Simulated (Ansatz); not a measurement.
```yaml
crystal:
  periodic: [false, false, false]
  atoms:
    - {symbol: Cl, position_ang: [0.097987, -0.430623, 2.024195]}
    - {symbol: Si, position_ang: [0.055903, -0.060824, 0.025926]}
    - {symbol: Cl, position_ang: [1.498538, -1.181395, -0.865556]}
    - {symbol: I, position_ang: [-2.104745, -0.682126, -0.859799]}
    - {symbol: I, position_ang: [0.502217, 2.281368, -0.366266]}
basis:
  gaussian: {orbitals: def2-SVPD}
hamiltonian: {xc: {name: HF}}
correlation: {method: mp2, frozen_orbitals: {Cl: 0}}
accuracy: high
output: {forces: true}
```

```sh
$ ansatz run in.yaml --threads 4 --pin off --events-out ev --progress --plain --max-ram 10444MiB
```

Output, abridged:

```
Functional definition: HF
Error: "frozen_orbitals" has no count for Si
```

Q: Something in this input is off. What?

A: Frozen orbitals are typed for one element alone, and the program wants a count for each. The program refused the input.
